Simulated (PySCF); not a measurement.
C5H3Br, SMILES C#CC(Br)=C=C.

Geometry: PBE0-D3(BJ)/def2-SVP. This is a generated structure with no PubChem entry under its InChIKey; it may be hypothetical.

These are PySCF with PBE/def2-TZVP values and carry that method's errors.

Symmetry labels are those of the subgroup Cs that the program uses (full group Cs).

**Question.** List the valence orbital energies around the gap with their symmetry. (The exact figures need the calculation; the answer reports its results.)

**Answer.** 
```tsv
orbital	symmetry	energy (eV)
HOMO−7	A"	-11.45
HOMO−6	A'	-11.25
HOMO−5	A"	-9.19
HOMO−4	A'	-7.55
HOMO−3	A'	-7.40
HOMO−2	A"	-7.21
HOMO−1	A'	-6.77
HOMO	A"	-6.01
LUMO	A'	-2.47
LUMO+1	A"	-2.05
LUMO+2	A'	-0.33
LUMO+3	A'	0.48
```
